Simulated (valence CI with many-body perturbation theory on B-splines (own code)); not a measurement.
**Forbidden lines of Cs³²⁺**

Level of theory: configuration interaction combined with many-body perturbation theory (CI+MBPT): five valence electrons over a frozen Dirac-Fock core [Ar], a basis of 7 s, 7 p, 8 d, 6 f, 4 g, 1 h functions for each j, with the one-electron correlation potential Σ1, the two-electron term Σ2, the three-electron term Σ3, Breit, model QED; selected CI, second order for the rest, scaled by the run's own slope (own B-spline code, finite nucleus).

The last digits are not significant, and no measured levels were compared; by estimate large intervals hold to a few tenths of a per cent, small ones and those within an open d or f shell to about a per cent. Only levels of the ground parity were solved; by the run's estimate the other parity begins above the list, which can be wrong where configurations are misplaced.

Lines 51 to 100 of 120 in falling wavelength, among levels below 87.516 eV, chosen from the decays that carry over 1 % of a level's rate. Wavelengths and rates use the calculated energies. S is in atomic units (e²a₀⁴ for E2 and M2, e²a₀⁶ for E3), for M1 in squared Bohr magnetons. Weak lines are less certain than strong ones. Lines between different terms over intervals too small for the method are left out, as are lines whose strength nearly cancels.

Levels are named by their leading jj configuration (3d3/2^4 stands for four electrons in 3d with j = 3/2), which in mixed levels can hold well under half, so a name can repeat and another be missing. Letters in brackets count levels of one name in rising energy.

```csv
λ vac (nm),Upper,Lower,Type,A (s⁻¹),S (a.u.)
75.79,(3d3/2^2 3d5/2^3) J=1/2 [a],(3d3/2^3 3d5/2^2) J=3/2 [a],M1,2.36e+04,7.63e-01
74.70,(3d3/2^2 3d5/2^3) J=9/2 [a],(3d3/2^3 3d5/2^2) J=7/2 [a],M1,1.24e+04,1.91e+00
73.32,(3d3/2^2 3d5/2^3) J=5/2 [c],(3d3/2^3 3d5/2^2) J=7/2 [b],M1,1.14e+04,1.00e+00
72.73,(3d3/2^2 3d5/2^3) J=13/2,(3d3/2^3 3d5/2^2) J=11/2,M1,4.86e+03,9.70e-01
71.12,(3d3/2^2 3d5/2^3) J=3/2 [b],(3d3/2^2 3d5/2^3) J=5/2 [a],M1,7.40e+03,3.95e-01
70.67,(3d3/2^2 3d5/2^3) J=3/2 [a],(3d3/2^3 3d5/2^2) J=3/2 [a],M1,4.28e+04,2.24e+00
69.35,(3d3/2^2 3d5/2^3) J=9/2 [c],(3d3/2^2 3d5/2^3) J=9/2 [a],M1,4.84e+02,5.99e-02
67.10,(3d3/2^2 3d5/2^3) J=5/2 [a],(3d3/2^3 3d5/2^2) J=5/2 [a],M1,4.61e+04,3.10e+00
65.79,(3d3/2 3d5/2^4) J=11/2,(3d3/2^2 3d5/2^3) J=13/2,M1,1.35e+04,1.71e+00
65.54,(3d3/2^2 3d5/2^3) J=7/2 [c],(3d3/2^2 3d5/2^3) J=5/2 [a],M1,3.66e+03,3.06e-01
65.29,(3d3/2 3d5/2^4) J=3/2 [a],(3d3/2^2 3d5/2^3) J=5/2 [b],M1,2.01e+04,8.30e-01
65.15,(3d3/2 3d5/2^4) J=7/2 [a],(3d3/2^2 3d5/2^3) J=9/2 [a],M1,3.70e+04,3.03e+00
63.83,(3d3/2^2 3d5/2^3) J=5/2 [b],(3d3/2^3 3d5/2^2) J=3/2 [a],M1,5.90e+03,3.41e-01
63.56,(3d3/2 3d5/2^4) J=5/2 [a],(3d3/2^2 3d5/2^3) J=5/2 [a],M1,6.76e+04,3.86e+00
63.27,(3d3/2^3 3d5/2^2) J=7/2 [a],(3d3/2^4 3d5/2) J=5/2,M1,1.02e+04,7.63e-01
62.99,(3d3/2^2 3d5/2^3) J=9/2 [c],(3d3/2^2 3d5/2^3) J=11/2,M1,3.30e+03,3.05e-01
61.77,(3d3/2^2 3d5/2^3) J=5/2 [b],(3d3/2^3 3d5/2^2) J=7/2 [a],M1,1.13e+04,5.94e-01
61.29,(3d3/2^2 3d5/2^3) J=9/2 [b],(3d3/2^3 3d5/2^2) J=9/2,M1,3.77e+04,3.22e+00
61.24,(3d3/2^3 3d5/2^2) J=3/2 [a],(3d3/2^4 3d5/2) J=5/2,M1,5.30e+04,1.81e+00
60.87,(3d3/2 3d5/2^4) J=11/2,(3d3/2^2 3d5/2^3) J=9/2 [a],M1,1.41e+04,1.42e+00
59.41,(3d3/2 3d5/2^4) J=3/2 [a],(3d3/2^2 3d5/2^3) J=3/2 [a],M1,4.89e+04,1.52e+00
59.39,(3d3/2^2 3d5/2^3) J=7/2 [c],(3d3/2^3 3d5/2^2) J=7/2 [b],M1,1.70e+04,1.06e+00
58.29,(3d3/2^2 3d5/2^3) J=7/2 [b],(3d3/2^3 3d5/2^2) J=5/2 [b],M1,5.92e+02,3.48e-02
57.76,(3d3/2 3d5/2^4) J=5/2 [a],(3d3/2^3 3d5/2^2) J=7/2 [b],M1,7.52e+03,3.22e-01
57.68,(3d3/2 3d5/2^4) J=7/2 [a],(3d3/2^2 3d5/2^3) J=7/2 [a],M1,3.03e+04,1.72e+00
57.12,(3d3/2^2 3d5/2^3) J=7/2 [a],(3d3/2^3 3d5/2^2) J=5/2 [a],M1,4.74e+03,2.62e-01
56.75,(3d3/2^2 3d5/2^3) J=7/2 [b],(3d3/2^3 3d5/2^2) J=9/2,M1,9.18e+03,4.97e-01
56.22,(3d3/2 3d5/2^4) J=3/2 [a],(3d3/2^2 3d5/2^3) J=1/2 [a],M1,4.97e+04,1.31e+00
55.91,(3d3/2 3d5/2^4) J=11/2,(3d3/2^2 3d5/2^3) J=11/2,M1,5.80e+04,4.51e+00
55.51,(3d3/2^3 3d5/2^2) J=3/2 [b],(3d3/2^3 3d5/2^2) J=5/2 [a],M1,3.52e+03,8.92e-02
55.11,(3d3/2^2 3d5/2^3) J=9/2 [b],(3d3/2^3 3d5/2^2) J=11/2,M1,1.44e+04,8.91e-01
53.43,(3d3/2^2 3d5/2^3) J=3/2 [b],(3d3/2^3 3d5/2^2) J=1/2,M1,4.43e+03,1.00e-01
52.72,(3d3/2^3 3d5/2^2) J=5/2 [b],(3d3/2^4 3d5/2) J=5/2,M1,1.75e+03,5.71e-02
52.60,(3d3/2^2 3d5/2^3) J=9/2 [b],(3d3/2^3 3d5/2^2) J=7/2 [a],M1,1.21e+04,6.51e-01
50.78,(3d3/2^2 3d5/2^3) J=3/2 [b],(3d3/2^3 3d5/2^2) J=5/2 [b],M1,2.66e+03,5.17e-02
50.15,(3d3/2 3d5/2^4) J=7/2 [a],(3d3/2^2 3d5/2^3) J=5/2 [a],M1,3.08e+03,1.15e-01
49.22,(3d3/2^2 3d5/2^3) J=7/2 [b],(3d3/2^3 3d5/2^2) J=7/2 [a],M1,6.42e+02,2.27e-02
49.18,(3d3/2^2 3d5/2^3) J=5/2 [c],(3d3/2^3 3d5/2^2) J=3/2 [a],M1,8.90e+03,2.35e-01
48.57,(3d3/2^2 3d5/2^3) J=9/2 [c],(3d3/2^3 3d5/2^2) J=7/2 [b],M1,1.60e+04,6.82e-01
48.44,(3d3/2^2 3d5/2^3) J=1/2 [b],(3d3/2^3 3d5/2^2) J=1/2,M1,1.71e+04,1.44e-01
48.12,(3d3/2^2 3d5/2^3) J=3/2 [a],(3d3/2^3 3d5/2^2) J=5/2 [a],M1,3.25e+04,5.37e-01
47.95,(3d3/2^2 3d5/2^3) J=5/2 [c],(3d3/2^3 3d5/2^2) J=7/2 [a],M1,2.79e+04,6.83e-01
47.87,(3d3/2^2 3d5/2^3) J=7/2 [c],(3d3/2^3 3d5/2^2) J=5/2 [b],M1,6.21e+03,2.02e-01
46.82,(3d3/2^2 3d5/2^3) J=7/2 [c],(3d3/2^3 3d5/2^2) J=9/2,M1,1.97e+04,5.99e-01
46.80,(3d3/2 3d5/2^4) J=5/2 [a],(3d3/2^3 3d5/2^2) J=5/2 [b],M1,3.44e+04,7.85e-01
46.47,(3d3/2 3d5/2^4) J=7/2 [a],(3d3/2^3 3d5/2^2) J=7/2 [b],M1,4.02e+03,1.20e-01
44.85,(3d3/2^2 3d5/2^3) J=5/2 [b],(3d3/2^3 3d5/2^2) J=5/2 [a],M1,1.49e+03,2.98e-02
44.78,(3d3/2^2 3d5/2^3) J=3/2 [b],(3d3/2^3 3d5/2^2) J=3/2 [a],M1,7.25e+03,9.65e-02
44.03,(3d3/2 3d5/2^4) J=3/2 [a],(3d3/2^2 3d5/2^3) J=5/2 [a],M1,7.09e+03,8.98e-02
43.44,(3d3/2^3 3d5/2^2) J=7/2 [b],(3d3/2^4 3d5/2) J=5/2,M1,3.15e+03,7.65e-02
```
